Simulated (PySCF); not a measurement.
3-chlorobenzaldehyde, C7H5ClO.
Bonds: O1–C2 (double), C2–C3, C3–C4 (aromatic), C4–C5 (aromatic), C5–C6 (aromatic), C6–C7 (aromatic), C7–Cl8, C7–C9 (aromatic), C3–C9 (aromatic). Hydrogens: H10 on C2; H11 on C4; H12 on C5; H13 on C6; H14 on C9.

The geometry is computed with GFN2-xTB (gas phase).

Entries marked ? are missing.

```json
{"coordinate": "O1=C2", "value": "?"}
{"coordinate": "C2–C3", "value": "1.471 Å"}
{"coordinate": "C3–C4", "value": "?"}
{"coordinate": "C4–C5", "value": "1.381 Å"}
{"coordinate": "C5–C6", "value": "1.386 Å"}
{"coordinate": "C6–C7", "value": "1.388 Å"}
{"coordinate": "C7–Cl8", "value": "1.728 Å"}
{"coordinate": "C7–C9", "value": "1.383 Å"}
{"coordinate": "C3–C9", "value": "?"}
{"coordinate": "C2–H10", "value": "1.108 Å"}
{"coordinate": "C4–H11", "value": "1.079 Å"}
{"coordinate": "C5–H12", "value": "1.079 Å"}
{"coordinate": "C6–H13", "value": "1.079 Å"}
{"coordinate": "C9–H14", "value": "1.080 Å"}
{"coordinate": "O1–C2–C3", "value": "125.0°"}
{"coordinate": "C2–C3–C4", "value": "?"}
{"coordinate": "C2–C3–C9", "value": "120.3°"}
{"coordinate": "C4–C3–C9", "value": "120.0°"}
{"coordinate": "C3–C4–C5", "value": "?"}
{"coordinate": "C4–C5–C6", "value": "?"}
{"coordinate": "C5–C6–C7", "value": "119.6°"}
{"coordinate": "C6–C7–Cl8", "value": "119.5°"}
{"coordinate": "C6–C7–C9", "value": "120.9°"}
{"coordinate": "Cl8–C7–C9", "value": "119.6°"}
{"coordinate": "C3–C9–C7", "value": "119.3°"}
```

Q: Fill in the missing values.

A: 
- O1=C2 = 1.203 Å, drawn double (aldehyde oxygen to aldehyde carbon); 0.19 Å below the sum of covalent radii, 1.39 Å.
- C3–C4 = 1.395 Å, aromatic (substituted aromatic carbon to aromatic CH carbon); 0.06 Å below the sum of covalent radii, 1.46 Å.
- C3–C9 = 1.393 Å, aromatic (substituted aromatic carbon to aromatic CH carbon); 0.07 Å below the sum of covalent radii, 1.46 Å.
- C2–C3–C4 = 119.7°, at the substituted aromatic carbon; the outer atoms are 2.479 Å apart.
- C3–C4–C5 = 120.1°, at the aromatic CH carbon, inside a 6-membered ring; the outer atoms are 2.405 Å apart.
- C4–C5–C6 = 120.2°, at the aromatic CH carbon, inside a 6-membered ring; the outer atoms are 2.399 Å apart.

Radii are Cordero's, carbon taken as 0.76, 0.73 or 0.69 Å for four, three, and two or fewer neighbours.

Whether it is a minimum is left open (no frequencies). The numbers are those of one conformer (O1–C2–C3–C4 0°).
